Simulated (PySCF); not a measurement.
CH8ClN3Si, SMILES NC[Si](N)(N)Cl.

Geometry: B3LYP-D3(BJ)/def2-SVP. This is a generated structure with no PubChem entry under its InChIKey; it may be hypothetical. One conformer was computed; it need not be the lowest.

Level of theory: SMD-B3LYP/6-31G* (PySCF).

Solvation free energies are E(SMD) − E(gas) at the gas-phase geometry, for 1 M in both phases. In vacuum the dipole moment is 3.14 D.

| solvent | ΔG(solv) (kcal/mol) | its non-electrostatic (CDS) part | dipole (D) |
|---|---|---|---|
| water | (withheld) | (withheld) | (withheld) |
| N,N-dimethylformamide | -8.8 | 2.3 | 3.84 |
| ethanol | -9.8 | 1.1 | 3.83 |

What belongs in the gaps? (Estimate from the structure and the level; the computed values follow.)


- water, ΔG(solv) (kcal/mol): -7.2
- water, its non-electrostatic (CDS) part: 4.1
- water, dipole (D): 3.86
